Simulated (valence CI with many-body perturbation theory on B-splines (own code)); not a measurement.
# Sb11+ in brief

Computed by configuration interaction combined with many-body perturbation theory (CI+MBPT): four valence electrons over a frozen Dirac-Fock core [Kr], radial functions for each j: 7 s, 7 p, 8 d, 6 f, 4 g, 1 h, with the one-electron correlation potential Σ1, the two-electron term Σ2, the three-electron term Σ3, Breit, model QED; selected CI, second order for the rest, scaled by the run's own slope (own B-spline code, finite nucleus).

No measured spectrum was set against this ion. As an estimate, terms of the open shell hold to 2 to 4 % of their energy, and close levels can change places. Excitations out of the core, of the other parity, are not computed and may begin above about 54.4 eV (a cautious bound); beyond it only levels of the ground parity were kept, without lifetimes.

Names give the largest LS component (configuration and term), which can be under half, so a name can repeat, a term be missing and a line seem to break the LS rules; names also repeat where a configuration has a term twice.

Rates and lifetimes use the calculated energies. Strong lines usually hold to 10 to 20 %, long lifetimes can be off by a factor of two.

Problem. What is the ground level?

Solution. 4d4 5D_0, composition 80 % 4d4 5D + 18 % 4d4 3P.

Problem. What is the ionisation energy?

Solution. 239.68 eV; NIST lists 238 ± 2.5 eV (theoretical).

Problem. How is the term 5D of the ground level split?

Solution. J = 0 at 0, J = 1 at 3884, J = 2 at 8142, J = 3 at 12125, J = 4 at 15678 cm⁻¹.

Problem. How well does LS coupling describe the low levels?

Solution. Among the lowest 20 levels the leading LS term, summed over configurations, holds 72 % on average. For single configurations the figures are 71 % in LS and 64 % in jj coupling. Terms mix most in the J = 4 level at 47438 cm⁻¹, where the leading one holds 33 %.
